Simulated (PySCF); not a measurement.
The numbers are results of PySCF with PBE-D3(BJ)/def2-TZVP // B3LYP-D3(BJ)/def2-SVP, not measurements. All species are isolated molecules in the gas phase. One relaxed conformer stands for a flexible species; it need not be the lowest. Excitations are Tamm–Dancoff values on a coarser integration grid. The basis has no diffuse functions, so Rydberg states are missing or too high.

Reference species (SMILES): `[SH][GeH2][GeH2][SH]` (neutral, multiplicity 1).

```yaml
T1 excitation (TDA): 3.92 eV
LUMO: -1.76 eV
HOMO–LUMO gap: 4.13 eV
```

Changed species: `[SH][GeH2][SH]` (H–S–Ge–S torsion -140°, S–Ge–S–H torsion -140°) (n = 1; the reference has n = 2).

### Question
Give the shifts of the T1 excitation (TDA), LUMO and HOMO–LUMO gap.

### Answer
the T1 excitation (TDA) rises by 0.58 eV, to 4.50 eV; the LUMO increases by 0.35 eV, to -1.41 eV; the HOMO–LUMO gap increases by 0.60 eV, to 4.73 eV.
